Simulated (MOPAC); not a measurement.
Input for MOPAC: PM7 on BeBrCl (SMILES [Cl][Be][Br]), a point of a bond scan (R = 3.425 Å).

```
PM7 1SCF PRECISE CHARGE=0 THREADS=1
BeBrCl

Be    -0.00000000 1    -0.00000000 1    -0.67601116 1
Cl    -0.00000000 1    -0.00000000 1    -2.47866670 1
Br     0.00000000 1     0.00000000 1     2.74907729 1
```

Program output:

```
*******************************************************************************
 **                                                                           **
 **                              MOPAC v23.2.5                                **
 **                                                                           **
 *******************************************************************************
 ** MOPAC's Digital Object Identifier: https://doi.org/10.5281/zenodo.6511958 **
 **                                                                           **
 ** Please cite the open-source release paper for use of this MOPAC version:  **
 ** J. E. Moussa and J. J. P. Stewart (2026)                                  **
 ** MOPAC: An open-source semiempirical molecular orbital program             **
 ** J. Open Source Softw., 11(119), 8025, https://doi.org/10.21105/joss.08025 **
 *******************************************************************************

                              PM7 CALCULATION RESULTS

 *******************************************************************************
 *  PM7        - The PM7 Hamiltonian to be used
 *
 *
 *
 *                 CHARGE ON SYSTEM = 0
 *
 *
 *
 *  PRECISE    - TIGHTER CRITERIA TO BE USED
 *  1SCF       - DO 1 SCF AND THEN STOP
 *  THREADS=1  - MULTI-THREADING NOT USED
 *  T=         - A TIME OF 172800.0 SECONDS REQUESTED
 *  DUMP=N     - RESTART FILE WRITTEN EVERY 7200.0 SECONDS REQUESTED
 *******************************************************************************
PM7 1SCF PRECISE CHARGE=0 THREADS=1
 BeBrCl

   ATOM   CHEMICAL          X               Y               Z
  NUMBER   SYMBOL      (ANGSTROMS)     (ANGSTROMS)     (ANGSTROMS)

     1      Be         -0.00000000  *  -0.00000000  *  -0.67601116  *
     2      Cl         -0.00000000  *  -0.00000000  *  -2.47866670  *
     3      Br          0.00000000  *   0.00000000  *   2.74907729  *



          CARTESIAN COORDINATES

    NO.       ATOM           X           Y           Z

     1        Be         -0.0000     -0.0000     -0.6760
     2        Cl         -0.0000     -0.0000     -2.4787
     3        Br          0.0000      0.0000      2.7491

 General Reference for PM7:
 "Optimization of Parameters for Semiempirical Methods VI: More Modifications to the
 NDDO Approximations and Re-optimization of Parameters", J. J. P. Stewart, J. Mol. Mod., 1:32, 19 (2013)
 https://link.springer.com/article/10.1007/s00894-012-1667-x

           Empirical Formula: Be Cl Br  =     3 atoms



      MOLECULAR POINT GROUP   :   C*v


      RHF CALCULATION, NO. OF DOUBLY OCCUPIED LEVELS = 8


 -------------------------------------------------------------------------------
 PM7 1SCF PRECISE CHARGE=0 THREADS=1
 BeBrCl



     1SCF WAS SPECIFIED, SO BFGS WAS NOT USED
     SCF FIELD WAS ACHIEVED


                              PM7 CALCULATION
                                                       MOPAC v23.2.5 Linux




          FINAL HEAT OF FORMATION =         43.15873 KCAL/MOL =     180.57613 KJ/MOL


          COSMO AREA              =        123.49 SQUARE ANGSTROMS
          COSMO VOLUME            =        106.36 CUBIC ANGSTROMS

          IONIZATION POTENTIAL    =          9.190620 EV
          HOMO LUMO ENERGIES (EV) =         -9.191 -3.540
          NO. OF FILLED LEVELS    =          8
          MOLECULAR WEIGHT        =        124.3692         POINT GROUP:  C*v

          MOLECULAR DIMENSIONS (Angstroms)

            Atom       Atom       Distance
           Br     3   Cl     2     5.22774
           Br     3   Cl     2     0.00000
           Be     1   Cl     2     0.00000


          SCF CALCULATIONS        =          1





   ATOM   CHEMICAL          X               Y               Z
  NUMBER   SYMBOL      (ANGSTROMS)     (ANGSTROMS)     (ANGSTROMS)

     1      Be         -0.00000000  *  -0.00000000  *  -0.67601116  *
     2      Cl         -0.00000000  *  -0.00000000  *  -2.47866670  *
     3      Br          0.00000000  *   0.00000000  *   2.74907729  *

                             CARTESIAN COORDINATES

   1   Be       -0.000000000    -0.000000000    -0.676011160
   2   Cl       -0.000000000    -0.000000000    -2.478666700
   3   Br        0.000000000     0.000000000     2.749077290


           Empirical Formula: Be Cl Br  =     3 atoms



      MOLECULAR POINT GROUP   :   C*v


                  EIGENVALUES
 -27.31329 -24.15841 -15.48635 -13.18861 -13.18861  -9.23136  -9.23136  -9.19062
  -3.53993  -0.43918  -0.43918   0.35356  68.15093  68.61897  68.61897  69.94110
  69.94110 272.75159 272.93543 272.93543 273.54777 273.54777


              NET ATOMIC CHARGES AND DIPOLE CONTRIBUTIONS

  ATOM NO.   TYPE          CHARGE      No. of ELECS.   s-Pop       p-Pop       d-Pop
    1         Be           0.892621        1.1074     0.61917     0.48821
    2         Cl          -0.276464        7.2765     1.98767     5.28788     0.00091
    3         Br          -0.616158        7.6162     1.99871     5.61735     0.00009
 DIPOLE           X         Y         Z       TOTAL
 POINT-CHG.     0.000     0.000    -7.743     7.743
 HYBRID         0.000    -0.000     0.926     0.926
 SUM            0.000    -0.000    -6.817     6.817


          ATOMIC ORBITAL ELECTRON POPULATIONS

     Atom    s        px        py        pz      x^2-y^2     xz        z^2       yz        xy
    1 Be   0.61917   0.05398   0.05398   0.38025
    2 Cl   1.98767   1.94591   1.94591   1.39606   0.00000   0.00025   0.00041   0.00025   0.00000
    3 Br   1.99871   1.99985   1.99985   1.61765   0.00000   0.00001   0.00008   0.00001   0.00000

 **********************
 *                    *
 * JOB ENDED NORMALLY *
 *                    *
 **********************




 == MOPAC DONE ==
```

The run finished.

Cost: around 0.06 core-seconds (rough).
